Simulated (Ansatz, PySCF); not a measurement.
Reaction (SMILES): [SiH3]C1=CCCC1 [cyclopenten-1-ylsilane] + 6 C (CH4) → C=C (C2H4) [ethene] + 4 CC (C2H6) [ethane] + C[SiH3]
Structures are relaxed separately at B3LYP-D3(BJ)/def2-TZVP in Ansatz (a program for electronic structure), one conformer each, not searched for the lowest. Frequencies are from Ansatz or PySCF.

Wanted: bond separation energy (enthalpy at 298 K, with B3LYP-D3(BJ) rigid-rotor harmonic-oscillator terms), in kJ/mol. Cores are frozen in the correlated levels unless marked. Spin-orbit coupling is left out. No relativistic terms. CBS marks a two-point X^-3 extrapolation of the correlation energy; Hartree-Fock from the larger set. [CCSD(T)-MP2]/basis is that difference in the basis named.

```csv
level,program,bond separation energy (kJ/mol)
HF/cc-pwCVTZ,Ansatz,41.8
BLYP-D4/def2-TZVPD,Ansatz + dftd4,69.6
```

### Question
Estimate the value at RI-MP2/CBS(cc-pV(T+d)Z,cc-pV(Q+d)Z)+[CCSD(T)-MP2]/cc-pV(T+d)Z as computed with Ansatz.

### Answer
65.6 kJ/mol
